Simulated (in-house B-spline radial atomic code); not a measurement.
Values are calculated unless marked as measured or tabulated.
Ni in an electron gas of r_s = 1.5: phase shifts, screening and friction

A nucleus sits in a uniform electron gas with a rigid positive background. The Kohn-Sham equations are solved self-consistently in the spin-unpolarised LDA (PW92), non-relativistic, on B-splines with outgoing waves at the boundary and partial waves to l = 8. The model has no lattice, no bands and no magnetic solution. Atomic units; δ_l are the phase shifts at the Fermi level, counted so that each bound state adds π, and good to about 0.0005.

The density parameter is r_s = 1.5 bohr.

```tsv
l	δ_l (rad)
0	8.8819
1	6.4010
2	2.9405
3	0.1149
4	0.0291
5	0.0076
6	0.0021
7	0.0005
8	0.0001
```

Bound levels below the band bottom (hartree): s -296.9, s -34.35, p -29.9, s -3.134, p -1.79.

Problem. Check the Friedel sum rule, and say where the screening charge sits.

Solution. k_F = (9π/4)^(1/3)/r_s = 1.27944. The rule is Z = (2/π) Σ (2l + 1) δ_l. The terms are s 5.654, p 12.225, d 9.360, f 0.512 and 0.243 beyond, in all 27.995 against Z = 28. Bound states hold 6 s, 12 p, 0 d electrons, so the scattering states carry 9.99 in all; where a term is smaller than its bound count, the bound level has drawn weight out of the band.

Problem. Find the transport cross section and the electronic stopping of a 5 keV Ni ion (mass 58.69 u).

Solution. σ_tr = (4π/k_F²) Σ (l + 1) sin²(δ_l − δ_(l+1)). The terms for l = 0 to 3 are 0.3766, 0.1966, 0.2897, 0.0294, all together 0.8948, so σ_tr = 7.677 × 0.8948 = 6.869 bohr². With n = 3/(4π r_s³) = 0.07074, the friction coefficient is Q = n k_F σ_tr = 0.6217. For v well below v_F = 1.279, dE/dx = Q v; with 24801 eV per u at v = 1, v = √(5000/(24801 × 58.69)) = 0.0586, so dE/dx = 0.03643 hartree/bohr = 18.7 eV/nm. The largest term couples the s and p waves.
